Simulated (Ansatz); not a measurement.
Total energies of CH9GeNSi, SMILES `C[SiH](N)[GeH3]`.

```xyz
13

C     0.1695   -0.4925    1.7409
Si   -0.3187    0.5018    0.2380
N     0.8166    1.7843    0.0119
Ge   -0.5199   -0.9789   -1.6332
H     0.2171    0.1489    2.6240
H    -0.5524   -1.2913    1.9278
H     1.1493   -0.9568    1.6012
H    -1.6433    1.1554    0.4341
H     0.5573    2.5627   -0.5738
H     1.7917    1.5621   -0.1177
H    -0.9361   -0.2279   -2.9141
H     0.8264   -1.6708   -1.9382
H    -1.5574   -2.0969   -1.4010
```

Total charge 0; spin multiplicity 1. Correlated methods include outer-core shells of Ge, which these sets cover unevenly. Scalar relativity is left out up to krypton. The structure was optimised at the PBE0-D4/def2-TZVP level. It is one conformer, not always the lowest. Basis def2-TZVPP, the Gaussian-basis code of Ansatz.

RPA on PBE orbitals: Hartree–Fock energy of these orbitals -2461.88133 Eh, correlation -1.33501 Eh (frozen core).

```json
{"functional": "ωB97X-V", "energy without D4 (Eh)": "-2464.59236", "D4 term (kJ/mol)": "–"}
{"functional": "PBE-QIDH", "energy without D4 (Eh)": "-2463.93083", "D4 term (kJ/mol)": "–"}
```

Problem. Give the same for LDA (SPW92), PBE, revPBE, BLYP, r2SCAN, B97M-V, PBE0, B3LYP, r2SCANh, r2SCAN0, HSE06 (plane-wave form), BHLYP, CAM-B3LYP, LC-ωPBE, ωB97M-V, B2PLYP. (Best estimate.)

Solution. The calculation gave: 
| functional | energy without D4 (Eh) | D4 term (kJ/mol) |
| --- | --- | --- |
| LDA (SPW92) | -2459.65275 | – |
| PBE | -2464.25169 | -26.2 |
| revPBE | -2464.60103 | -73.6 |
| BLYP | -2464.84855 | -56.4 |
| r2SCAN | -2464.76288 | -6.6 |
| B97M-V | -2464.38998 | – |
| PBE0 | -2464.35366 | -22.5 |
| B3LYP | -2464.93385 | -42.3 |
| r2SCANh | -2464.74974 | -7.1 |
| r2SCAN0 | -2464.73141 | -7.8 |
| HSE06 (plane-wave form) | -2464.34130 | -21.1 |
| BHLYP | -2464.77467 | -34.0 |
| CAM-B3LYP | -2464.93173 | -23.0 |
| LC-ωPBE | -2464.44215 | – |
| ωB97M-V | -2464.65370 | – |
| B2PLYP | -2464.27637 | – |

B3LYP takes the VWN-RPA correlation (the form of Gaussian; ORCA's B3LYP/G). HSE06 is the plane-wave form, built on full-range PBE exchange. The double hybrids freeze the cores in their second-order part.

LC-ωPBE has ω = 0.4 bohr⁻¹.
